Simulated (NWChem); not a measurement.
Program: NWChem. System: CH2N, charge 0, spin multiplicity 2, at a geometry optimised with UB3LYP/def2-SVP. The structure started from a generated list of species. Its SCF solution wasn't tested for a lower state. Level: UBLYP/def2-TZVP.

Part of the output:

```
             Northwest Computational Chemistry Package (NWChem) 7.3.0
             --------------------------------------------------------

                                NWChem Input Module
                                -------------------

 Scaling coordinates for geometry "geometry" by  1.889725989
 (inverse scale =  0.529177249)

 Turning off AUTOSYM since
 SYMMETRY directive was detected!

                             Geometry "geometry" -> ""
                             -------------------------

 Output coordinates in angstroms (scale by  1.889725989 to convert to a.u.)

  No.       Tag          Charge          X              Y              Z
 ---- ---------------- ---------- -------------- -------------- --------------
    1 C                    6.0000     0.00000000     0.00000000     0.50247000
    2 N                    7.0000     0.00000000     0.00000000    -0.74165400
    3 H                    1.0000    -0.94316100     0.00000000     1.08838100
    4 H                    1.0000     0.94316100     0.00000000     1.08838100

 Effective nuclear repulsion energy (a.u.)      27.4624528607

            Nuclear Dipole moment (a.u.)
            ----------------------------
        X                 Y               Z
 ---------------- ---------------- ----------------
     0.0000000000     0.0000000000     0.0000075589

      Symmetry information
      --------------------

 Group name             C2v
 Group number             16
 Group order               4
 No. of unique centers     3

      Symmetry unique atoms

     1    2    3


 Summary of "ao basis" -> "" (spherical)
 ------------------------------------------------------------------------------
       Tag                 Description            Shells   Functions and Types
 ---------------- ------------------------------  ------  ---------------------
 *                         def2-tzvp                  on all atoms

                                 NWChem DFT Module
                                 -----------------

 Summary of "ao basis" -> "ao basis" (spherical)
 ------------------------------------------------------------------------------
       Tag                 Description            Shells   Functions and Types
 ---------------- ------------------------------  ------  ---------------------
 C                         def2-tzvp                11       31   5s3p2d1f
 N                         def2-tzvp                11       31   5s3p2d1f
 H                         def2-tzvp                 4        6   3s1p

 Summary of "ao basis" -> "ao basis" (spherical)
 ------------------------------------------------------------------------------
       Tag                 Description            Shells   Functions and Types
 ---------------- ------------------------------  ------  ---------------------
 C                         def2-tzvp                11       31   5s3p2d1f
 N                         def2-tzvp                11       31   5s3p2d1f
 H                         def2-tzvp                 4        6   3s1p

      Symmetry analysis of basis
      --------------------------

        a1         33
        a2          7
        b1         19
        b2         15

            General Information
            -------------------
          SCF calculation type: DFT
          Wavefunction type:  spin polarized.
          No. of atoms     :     4
          No. of electrons :    15
           Alpha electrons :     8
            Beta electrons :     7
          Charge           :     0
          Spin multiplicity:     2
          Use of symmetry is: on ; symmetry adaption is: on
          Maximum number of iterations: 100
          AO basis - number of functions:    74
                     number of shells:    30
          Convergence on energy requested:  1.00D-06
          Convergence on density requested:  1.00D-05
          Convergence on gradient requested:  5.00D-04

              XC Information
              --------------
                    Becke 1988 Exchange Functional  1.000
              Lee-Yang-Parr Correlation Functional  1.000

             Grid Information
             ----------------
          Grid used for XC integration:  medium
          Radial quadrature: Mura-Knowles
[...]
    35     -0.134016  2 N  s                 42     -0.119066  2 N  pz

 Vector   11  Occ=0.000000D+00  E= 8.411100D-02  Symmetry=b1
              MO Center=  1.1D-13,  4.8D-18,  1.3D+00, r^2= 4.5D+00
   Bfn.  Coefficient  Atom+Function         Bfn.  Coefficient  Atom+Function
  ----- ------------  ---------------      ----- ------------  ---------------
    65      2.304802  3 H  s                 71     -2.304802  4 H  s
    12      1.501707  1 C  px                43     -0.472231  2 N  px
     6      0.307861  1 C  px                64     -0.301683  3 H  s
    70      0.301683  4 H  s                  9      0.177975  1 C  px
    23      0.148557  1 C  d  1              37     -0.082578  2 N  px

                     DFT Final Beta Molecular Orbital Analysis
                     -----------------------------------------

 Vector    5  Occ=1.000000D+00  E=-4.214629D-01  Symmetry=b1
              MO Center=  3.6D-13,  1.0D-17,  6.0D-01, r^2= 1.3D+00
   Bfn.  Coefficient  Atom+Function         Bfn.  Coefficient  Atom+Function
  ----- ------------  ---------------      ----- ------------  ---------------
     6      0.339820  1 C  px                 9      0.224413  1 C  px
    64     -0.193460  3 H  s                 70      0.193460  4 H  s
    63     -0.137519  3 H  s                 69      0.137519  4 H  s
    37      0.129425  2 N  px                40      0.097140  2 N  px
    12      0.095646  1 C  px                65     -0.063599  3 H  s

 Vector    6  Occ=1.000000D+00  E=-3.108472D-01  Symmetry=a1
              MO Center= -8.1D-16,  3.8D-30, -8.2D-01, r^2= 1.0D+00
   Bfn.  Coefficient  Atom+Function         Bfn.  Coefficient  Atom+Function
  ----- ------------  ---------------      ----- ------------  ---------------
    39      0.374412  2 N  pz                35     -0.287208  2 N  s
    36     -0.250304  2 N  s                 42      0.245348  2 N  pz
     8     -0.229726  1 C  pz                45      0.178345  2 N  pz
    34     -0.173121  2 N  s                 11     -0.155110  1 C  pz
     4      0.122525  1 C  s                 33      0.113439  2 N  s

 Vector    7  Occ=1.000000D+00  E=-3.051640D-01  Symmetry=b2
              MO Center=  5.8D-18, -2.2D-15, -1.2D-01, r^2= 1.2D+00
   Bfn.  Coefficient  Atom+Function         Bfn.  Coefficient  Atom+Function
  ----- ------------  ---------------      ----- ------------  ---------------
    38      0.318416  2 N  py                 7      0.312370  1 C  py
    10      0.257634  1 C  py                41      0.255199  2 N  py
    13      0.155090  1 C  py                44      0.144650  2 N  py

 Vector    8  Occ=0.000000D+00  E=-1.415907D-01  Symmetry=b1
              MO Center= -5.0D-15, -1.7D-16, -3.2D-01, r^2= 1.7D+00
   Bfn.  Coefficient  Atom+Function         Bfn.  Coefficient  Atom+Function
  ----- ------------  ---------------      ----- ------------  ---------------
    37      0.414753  2 N  px                65      0.343923  3 H  s
    71     -0.343923  4 H  s                 40      0.334645  2 N  px
    43      0.324173  2 N  px                64      0.170218  3 H  s
    70     -0.170218  4 H  s                 12      0.160766  1 C  px
    63      0.091291  3 H  s                 69     -0.091291  4 H  s

 Vector    9  Occ=0.000000D+00  E=-5.206545D-02  Symmetry=b2
              MO Center=  1.8D-17, -6.3D-16,  2.6D-02, r^2= 1.9D+00
   Bfn.  Coefficient  Atom+Function         Bfn.  Coefficient  Atom+Function
  ----- ------------  ---------------      ----- ------------  ---------------
    13      0.521035  1 C  py                44     -0.485639  2 N  py
    38     -0.360260  2 N  py                 7      0.316421  1 C  py
    10      0.306318  1 C  py                41     -0.273943  2 N  py
    21      0.056592  1 C  d -1

 Vector   10  Occ=0.000000D+00  E= 3.404140D-02  Symmetry=a1
              MO Center=  5.5D-14, -4.0D-15,  1.2D+00, r^2= 4.2D+00
   Bfn.  Coefficient  Atom+Function         Bfn.  Coefficient  Atom+Function
  ----- ------------  ---------------      ----- ------------  ---------------
     5      1.774724  1 C  s                 65     -1.745315  3 H  s
    71     -1.745315  4 H  s                 14      0.773095  1 C  pz
     4      0.475949  1 C  s                 36      0.320572  2 N  s
     3      0.180542  1 C  s                  8      0.171080  1 C  pz
    35     -0.144485  2 N  s                 42     -0.116468  2 N  pz

   alpha - beta orbital overlaps
   -----------------------------

   alpha      1      2      3      4      5      6      7      8      9     10
    beta      1      2      3      4      5      6      7      8      9     10
 overlap   1.000  1.000  0.998  0.998  0.995  0.999  0.998  0.992  0.998  1.000

   alpha     11     12     13     14     15     16     17     18     19     20
    beta     11     12     13     14     15     16     17     19     18     21
 overlap   0.998  0.999  0.999  1.000  0.993  0.999  0.999  1.000  1.000  0.994

   alpha     21     22     23     24     25     26     27     28     29     30
    beta     20     22     23     24     25     26     27     28     29     30
 overlap   0.999  0.999  1.000  1.000  0.998  1.000  0.998  1.000  0.994  0.998

   alpha     31     32     33     34     35     36     37     38     39     40
    beta     31     32     33     34     35     36     37     38     39     40
 overlap   1.000  0.999  0.998  0.999  1.000  0.999  1.000  0.998  1.000  0.999

   alpha     41     42     43     44     45     46     47     48     49     50
    beta     41     42     43     44     45     46     47     48     50     49
 overlap   0.999  1.000  0.995  1.000  0.998  1.000  0.998  1.000  0.999  1.000

   alpha     51     52     53     54     55     56     57     58     59     60
    beta     51     52     53     54     55     56     57     58     59     60
 overlap   1.000  1.000  0.999  0.999  1.000  0.999  0.999  0.999  0.994  1.000

   alpha     61     62     63     64     65     66     67     68     69     70
    beta     61     62     63     64     65     66     67     68     69     70
 overlap   0.998  0.994  0.989  0.990  0.995  0.997  1.000  1.000  0.998  1.000

   alpha     71     72     73     74
    beta     71     72     73     74
 overlap   1.000  1.000  1.000  1.000

     --------------------------
     Expectation value of S2:
     --------------------------
      <S2> =      0.7563 (Exact =     0.7500)

 center of mass
 --------------
 x =   0.00000000 y =   0.00000000 z =  -0.14581620

 moments of inertia (a.u.)
 ------------------
          46.255891118242           0.000000000000           0.000000000000
           0.000000000000          52.658905288147           0.000000000000
           0.000000000000           0.000000000000           6.403014169905

     Multipole analysis of the density
     ---------------------------------

     L   x y z        total         alpha         beta         nuclear
     -   - - -        -----         -----         ----         -------
     0   0 0 0     -0.000000     -8.000000     -7.000000     15.000000

     1   1 0 0     -0.000000     -0.000000     -0.000000      0.000000
     1   0 1 0     -0.000000     -0.000000      0.000000      0.000000
     1   0 0 1      0.964668      0.895891      0.068769      0.000008

     2   2 0 0     -8.380802     -8.440749     -6.293353      6.353300
     2   1 1 0     -0.000000     -0.000000     -0.000000      0.000000
     2   1 0 1      0.000000     -0.000000      0.000000      0.000000
     2   0 2 0     -9.634051     -5.024641     -4.609409      0.000000
     2   0 1 1      0.000000      0.000000      0.000000      0.000000
     2   0 0 2     -9.743597    -20.306214    -17.057271     27.619888

 Task  times  cpu:        0.6s     wall:        0.6s

 Total times  cpu:        0.7s     wall:        0.7s
```

Write an NWChem input that would produce this output.

One answer among several that fit: 
```
start mol
memory heap 200 mb stack 900 mb global 1100 mb
geometry units angstroms nocenter noautoz
  C      0.000000     0.000000     0.502470
  N      0.000000     0.000000    -0.741654
  H     -0.943161     0.000000     1.088381
  H      0.943161     0.000000     1.088381
  symmetry group C2v
end
basis spherical
  * library def2-tzvp
end
dft
  xc becke88 lyp
  odft
  mult 2
  semidirect memsize 60000000 filesize 0
  iterations 100
end
task dft energy
```
